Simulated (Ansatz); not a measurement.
`N#C[SiH3]` and `N#[C][GaH2]` differ in one atom or group.

Ansatz, PBE0-D4/def2-TZVP geometries, multiplicity 1. 

Scalar relativity is left out up to krypton.

| property | `N#C[SiH3]` |
| --- | --- |
| LUMO energy (B3LYP/def2-TZVPP) / eV | -0.84 |
| size of the dipole moment (B3LYP/def2-TZVPP) / D | 3.50 |
| HOMO–LUMO gap (PBE0/def2-TZVPP) / eV | 9.24 |
| size of the dipole moment (ωB97M-V/def2-TZVPP) / D | 3.49 |
| HOMO–LUMO gap (PBE/def2-TZVPP) / eV | 6.92 |
| HOMO energy (B3LYP/def2-TZVPP) / eV | -9.61 |

Question: Give the same properties after the change, and the shifts. (An estimate is asked.)

Answer: Ansatz gave: 
```csv
property,`N#[C][GaH2]`,shift
LUMO energy (B3LYP/def2-TZVPP) / eV,-2.98,-2.14
size of the dipole moment (B3LYP/def2-TZVPP) / D,3.76,0.26
HOMO–LUMO gap (PBE0/def2-TZVPP) / eV,6.59,-2.65
size of the dipole moment (ωB97M-V/def2-TZVPP) / D,3.80,0.31
HOMO–LUMO gap (PBE/def2-TZVPP) / eV,4.48,-2.44
HOMO energy (B3LYP/def2-TZVPP) / eV,-9.06,0.55
```

With PBE0 the HOMO rises by 0.59 eV and the LUMO falls by 2.07 eV, so the gap narrows by about 2.66 eV. PBE moves the HOMO by 0.53 eV and ωB97M-V by 0.64 eV. The zero-point energy changes by -31.2 kJ/mol with -3 modes. Dipoles are sizes alone; their direction can turn.

B3LYP here is the variant with VWN-RPA as its local correlation; programs differ in this.
